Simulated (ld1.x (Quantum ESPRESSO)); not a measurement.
**gold (Au): one change to a TM potential, before and after**

gold (Au), norm-conserving Troullier–Martins (Kleinman–Bylander form), made with ld1.x (Quantum ESPRESSO) 7.5 (PBE, scalar-relativistic). Core [Xe] 4f14, reference 5d10 6s1 6p0. Waves: 6s (bound): rc 2.45 bohr; 6p (bound, empty): rc 2.40 bohr; 5d (bound): rc 1.20 bohr. Local part: the d channel. Core correction: Bessel-smoothed model core inside 1.00 bohr.

All-electron outer shells of the reference configuration (PBE, scalar-relativistic, ld1.x):

| shell | level (eV) | outermost node (bohr) | outermost maximum (bohr) |
| --- | --- | --- | --- |
| 4f | -81.12 | – | 0.37 |
| 5p | -59.78 | 0.52 | 0.96 |
| 5d | -6.88 | 0.56 | 1.21 |
| 6s | -5.76 | 1.11 | 2.32 |
| 6p | -0.77 | 1.32 | 3.64 |

Change: type PAW; waves now 6s (bound): rcut 2.15, rcutus 2.45 bohr; 6s channel at 0.25 Ry: rcut 2.15, rcutus 2.45 bohr; 6p (bound): rcut 2.10, rcutus 2.40 bohr; 6p channel at 2.8 Ry: rcut 2.10, rcutus 2.40 bohr; 5d (bound): rcut 1.05, rcutus 1.20 bohr; 5d channel at 3.25 Ry: rcut 1.05, rcutus 1.20 bohr; local potential all-electron potential smoothed inside 1.40 bohr (lloc = -1); augmentation PSQ, inside the norm-conserving radii.

Cutoffs: the cutoffs (Ry, on a coarse ladder) from which the occupation-weighted sum of valence levels, in a spherical-Bessel basis at the reference potential, stays within 10 and 1 mRy of its value at 400 Ry; they do not see the model core or the augmentation charge, which bear on the density cutoff. Errors are all-electron minus pseudo energies relative to the spin-unpolarised reference configuration.

Predict the effect on cutoff, ghosts and configuration errors.

The potential gets harder (45 Ry and 80 Ry → 70 Ry and 140 Ry); both files keep a bound ghost (p, s); of the 7 tests that both files solve, the error grows in 3 and shrinks in 3 by more than 15 % and 0.3 meV (median size 32.2 → 21.4 meV). Several settings change at once here, so the effects cannot be laid on one of them.

```tsv
quantity	base	changed
cutoff, loose	45 Ry	70 Ry
cutoff, tight	80 Ry	140 Ry
loose cutoff by channel (10 mRy a level)	s 6 Ry, d 35 Ry	s 6 Ry, d 50 Ry
bound ghosts	s, p	s, p
error for 5d10 6s0 6p0, meV [ΔE 9.41 eV]	-17	-5.5
error for 5d9 6s0 6p0, meV [ΔE 30.62 eV]	-32	-38
error for 5d8 6s0 6p0, meV [ΔE 64.49 eV]	-162	-205
error for 5d7 6s0 6p0, meV [ΔE 112.21 eV]	-508	-623
error for 5d10 6s0 6p1, meV [ΔE 5.25 eV]	-6.9	-2.5
error for 5d9 6s2 6p0, meV [ΔE 1.69 eV]	-42	-18
error for 5d9 6s1 6p0, meV [ΔE 12.12 eV]	-21	-21
s: phases at 2.65 bohr within 0.05 rad from the reference energy up to (Ry; the scan ends near 5)	3.1	4.1
p: phases at 2.65 bohr within 0.05 rad from the reference energy up to (Ry; the scan ends near 5)	to the end of the scan	to the end of the scan
d: phases at 2.65 bohr within 0.05 rad from the reference energy up to (Ry; the scan ends near 5)	to the end of the scan	to the end of the scan
```

 A true bound ghost makes a file unfit for plane-wave use even where its test errors are small: the radial tests pick states by their node count and pass the ghost by.
